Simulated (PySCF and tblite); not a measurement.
The numbers below are computed, except where a source is named.
C₇H₁₄O₂, numbered as in [CH3:1][CH:2]([CH3:3])[CH:4]1[CH2:5][O:6][CH2:7][O:8][CH2:9]1.

Search: ETKDG and KDG, MMFF94s, GFN2-xTB, 90 starts; geometries at GFN2-xTB. Free energies are B3LYP-D3(BJ)/def2-SVP single points with GFN2-xTB rigid-rotor and vibrational terms (modes under about 100 cm⁻¹ blended into free rotors). Symmetry numbers and mirror images are counted. Conformers within 3 kcal/mol (GFN2-xTB free energy) were kept, 8 at most. GIAO shieldings: mPW1PW91/pcSseg-1. Shifts are against TMS (¹H), TMS (¹³C) at the same level; of two unlike H on one atom, a is the less shielded. Codes: tblite and PySCF.

(1) List the conformer-averaged shifts at 298.15 K.

(2) How do the conformers differ?

(3) Which signal moves most, for its nucleus, between 220 and 380 K through the change of populations alone?

Shifts are unscaled: against experiment ¹³C can be off by 15 ppm or more and ¹H by 0.8 ppm.

## Answers

(1) ¹H: 5.01 (H7a, 1H), 5.00 (H7b, 1H), 4.01 (H5a/H9a, 2H), 3.88 (H5b/H9b, 2H), 1.67 (H2, 1H), 1.05 (H1/H3, 6H), 0.88 (H4, 1H) ppm. ¹³C: 97.4 (C7), 72.5 (C5/C9), 44.2 (C4), 32.4 (C2), 22.8 (C1/C3) ppm.

(2) Torsions listed: C1–C2–C4–C5. The 6-ring runs over atoms 4–5–6–7–8–9. Of a mirror pair one member is shown.
| conformer | shape | weight % |
| --- | --- | --- |
| 1 | 6-ring chair (C2 axial); 69° | 34.1 |
| 2 | 6-ring chair (C2 axial); 166° | 28.3 |
| 3 | 6-ring chair (all substituents equatorial); -179° | 25.2 |
| 4 | 6-ring chair (all substituents equatorial); 73° | 12.3 |

```json
{"signal": "H1/H3", "1": "1.25", "2": "1.02", "3": "0.86", "4": "0.91", "average": "1.05"}
{"signal": "H2", "1": "1.78", "2": "2.44", "3": "0.86", "4": "1.28", "average": "1.67"}
{"signal": "H4", "1": "0.70", "2": "0.29", "3": "1.36", "4": "1.80", "average": "0.88"}
{"signal": "H5a/H9a", "1": "3.95", "2": "3.69", "3": "4.39", "4": "4.12", "average": "4.01"}
{"signal": "H5b/H9b", "1": "4.21", "2": "4.26", "3": "3.19", "4": "3.53", "average": "3.88"}
{"signal": "H7a", "1": "5.20", "2": "5.22", "3": "4.66", "4": "4.73", "average": "5.01"}
{"signal": "H7b", "1": "4.86", "2": "4.89", "3": "5.21", "4": "5.20", "average": "5.00"}
{"signal": "C1/C3", "1": "23.6", "2": "22.9", "3": "22.2", "4": "21.2", "average": "22.8"}
{"signal": "C2", "1": "37.8", "2": "27.6", "3": "30.9", "4": "31.4", "average": "32.4"}
{"signal": "C4", "1": "42.8", "2": "45.8", "3": "44.4", "4": "43.8", "average": "44.2"}
{"signal": "C5/C9", "1": "71.6", "2": "71.8", "3": "74.5", "4": "72.7", "average": "72.5"}
{"signal": "C7", "1": "96.8", "2": "98.0", "3": "97.1", "4": "97.8", "average": "97.4"}
```

(3) H4: 0.85 ppm at 220 K, 0.87 ppm at 260 K, 0.88 ppm at 298.15 K, 0.90 ppm at 340 K, 0.92 ppm at 380 K.


Conformer gaps in def2-SVP on xTB geometries can be 2 kcal/mol too large for S=O, P=O and other polar bonds.